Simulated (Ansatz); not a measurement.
Cartesian coordinates in Å:
```
F 1.138 1.049 -1.803
Si 0.129 0.915 -0.602
N 0.566 -0.158 0.666
C -0.494 -0.960 0.317
Se -1.104 -2.451 1.036
O -1.016 -0.300 -0.774
H -0.376 2.256 -0.295
H 1.156 -0.351 1.454
```

The species carries charge 0 and has multiplicity 1.

Task: List the PBE0/def2-TZVPP orbital energies in eV (Ansatz 0.2.0). (An estimate is asked.)

Result: Ansatz gave: Occupied: -12360.69, -1805.41, -1583.51, -1420.54, -1420.50, -1420.46, -675.05, -524.19, -392.82, -282.66, -213.94, -157.54, -157.40, -157.25, -147.52, -102.22, -102.22, -102.14, -57.56, -57.51, -57.38, -57.26, -57.25, -34.50, -31.14, -25.98, -20.52, -17.63, -16.87, -15.06, -14.55, -14.28, -13.42, -13.03, -11.93, -11.50, -10.27, -9.58, -6.96, -6.32. Lowest empty: -1.31, -0.42, 0.56, 0.94, 1.51, 2.13, 2.99, 3.55.
